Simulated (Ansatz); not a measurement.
Consider the substitution at a C–C bond: `OC/C(O)=N\[SiH3]` + `[SiH3]S` → `OCS[SiH3]` + `O/C=N/[SiH3]`.

Gas-phase electronic energies from Ansatz, PBE0-D4/def2-TZVP geometries. CCSD(T)/CBS adds triple-zeta CCSD(T) − MP2 to the extrapolated MP2 energy (def2 sets, frozen cores). Double bonds are as drawn, so ΔE can hold a change between cis and trans. DFT in def2-TZVPP. Each species was taken in one conformer, which may not be the lowest.

`OC/C(O)=N\[SiH3]`:

```xyz
13

O     0.309    1.462    0.886
C    -0.971    0.953    0.656
C    -0.967   -0.342   -0.121
O    -2.235   -0.746   -0.322
N     0.008   -1.004   -0.547
Si    1.713   -0.777   -0.401
H     0.651    1.842    0.072
H    -1.428    0.758    1.630
H    -1.627    1.664    0.139
H    -2.178   -1.581   -0.806
H     2.180    0.516   -0.988
H     2.354   -1.855   -1.197
H     2.192   -0.889    1.000
```

`[SiH3]S`:

Cartesian coordinates in Å:
```
Si -0.116 -0.505 0.101
S 1.087 1.261 0.041
H -1.332 -0.310 0.931
H 0.754 -1.537 0.714
H -0.529 -0.932 -1.260
H 0.137 2.023 -0.527
```

`OCS[SiH3]`:

Cartesian coordinates in Å:
```
O -1.630 -1.236 -0.449
C -0.781 -1.011 0.627
S -0.557 0.760 1.067
Si 1.038 1.222 -0.260
H -1.256 -0.828 -1.235
H -1.247 -1.465 1.501
H 0.209 -1.458 0.487
H 1.284 2.680 -0.159
H 0.673 0.874 -1.663
H 2.268 0.462 0.085
```

`O/C=N/[SiH3]`:

Z-matrix (Å, degrees):
```
Si
N 1 1.727
H 1 1.484 2 109.0
H 1 1.484 2 109.0 3 118.7
H 1 1.494 2 112.0 3 -120.6
C 2 1.255 1 124.9 3 120.6
O 6 1.335 2 123.3 1 -180.0
H 6 1.096 2 126.9 1 -0.0
H 7 0.969 6 106.6 2 -0.0
```

| species | B2PLYP energy (Eh) |
| --- | --- |
| `OC/C(O)=N\[SiH3]` | -574.92182 |
| `[SiH3]S` | -689.87543 |
| `OCS[SiH3]` | -804.36319 |
| `O/C=N/[SiH3]` | -460.42473 |

(1) Work out ΔE.

Largest T1 diagnostic among the species: 0.014.

Answers

(1) ΔE = (-804.36319) + (-460.42473) − (-574.92182) − (-689.87543) = 0.00933 Eh = +24.5 kJ/mol. CCSD(T)/CBS gives +26.8 kJ/mol.

From PBE to PBE0 (25 % exact exchange), in def2-TZVPP and without D4, ΔE moves by +6.6 kJ/mol.
